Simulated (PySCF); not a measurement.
# How methods differ on the excitation energy of Cr

Cr [Ar] 3d5 4s1 (7S) → Cr [Ar] 3d6 (5D), as a difference of total energies. All numbers are calculated (PySCF 2.14, the spin-free X2C one-electron Hamiltonian (Gaussian nucleus), in x2c-QZVPPall (11s7p5d3f2g, 96 functions)). Correlated levels: valence: [Ar] frozen; valence and next inner shell: [Ne] frozen. The calculations carry no spin-orbit coupling.

| method | excitation energy (cm⁻¹) |
| --- | --- |
| UHF | 44680 |
| LDA | 34431 |
| PBE | 34370 |
| PBE0 | 37823 |
| r2SCAN | 39060 |
| B97-3 | 35080 |
| M06-2X | 34901 |
| TPSSh | 35763 |
| BLYP | 31445 |
| MP2 (valence) | 44849 |
| SCS-MP2 (valence) | 41685 |
| MP2 (valence and next inner shell) | 45728 |
| SCS-MP2 (valence and next inner shell) | 42909 |

A first-order spin-orbit estimate (lowest level to lowest level, LS coupling) adds -0.026 eV.

In the upper state the promoted electron has a positive orbital energy at LDA, PBE, r2SCAN, so the basis confines it.
